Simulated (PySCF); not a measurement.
Species: C4H9B2F.
Bonds: C1–C2 (double), C2–C3, C2–B4, B4–C5, C5–B6, B6–F7. Hydrogens: H8, H9 on C1; H10, H11, H12 on C3; H13 on B4; H14, H15 on C5; H16 on B6.

The closed-shell SCF was solved with PySCF and density fitting under several settings on one GFN2-xTB geometry (grid level 2 and gas phase unless stated).

| settings | basis functions | SCF cycles | E (Eh) | HOMO (eV) | LUMO (eV) | dipole (D) |
| --- | --- | --- | --- | --- | --- | --- |
| PBE0/pcSseg-1 | 164 | 14 | -307.0205 | -7.81 | -1.94 | 1.03 |
| PBE0/def2-SVPD | 215 | 14 | -306.8412 | -7.83 | -1.98 | 1.09 |
| BP86/3-21G, IEF-PCM methanol | 81 | 14 | -305.7310 | -6.54 | -2.57 | 1.28 |
| OPBE/def2-SVPD, grid level 1 | 215 | 11 | -307.0530 | -6.73 | -2.77 | 1.09 |
| PBE0/pcSseg-0 | 81 | 14 | -306.3829 | -7.91 | -1.94 | 1.12 |
| BLYP/def2-SVPD, start guess huckel | 215 | 15 | -307.0723 | -6.60 | -2.75 | 1.08 |
| PBE0/def2-SVP, start guess vsap, fitting basis def2-universal-jkfit | 143 | 13 | -306.8267 | -7.74 | -1.85 | 1.00 |

Task: Estimate the rows for these settings: (1) PW91/def2-SVPD; (2) BLYP/pcSseg-1.

Result: 
```
      settings  basis functions  SCF cycles     E (Eh)  HOMO (eV)  LUMO (eV)  dipole (D)
PW91/def2-SVPD              215          16  -307.0662      -6.81      -2.96        1.09
 BLYP/pcSseg-1              164          15  -307.2652      -6.56      -2.68        1.00
```

Task: Over all rows, what range does the HOMO–LUMO gap span?

Result: From 3.85 eV to 5.97 eV.

Task: Compare two rows with the functional PBE0: PBE0/def2-SVP, start guess vsap, fitting basis def2-universal-jkfit and PBE0/pcSseg-0. Which energy is lower, and by how much?

Result: PBE0/def2-SVP, start guess vsap, fitting basis def2-universal-jkfit (143 functions) lies 0.4438 Eh or 278 kcal/mol below PBE0/pcSseg-0 (81 functions).

Cycle counts include a coarse-grid stage where the run had one. Geometry: GFN2-xTB, one conformer.

Shape of the structure used: `[CH2:1]=[C:2]([CH3:3])[BH:4][CH2:5][BH:6][F:7]`: C1–C2–B4–C5 -179°, C2–B4–C5–B6 -91°, B4–C5–B6–F7 87°.
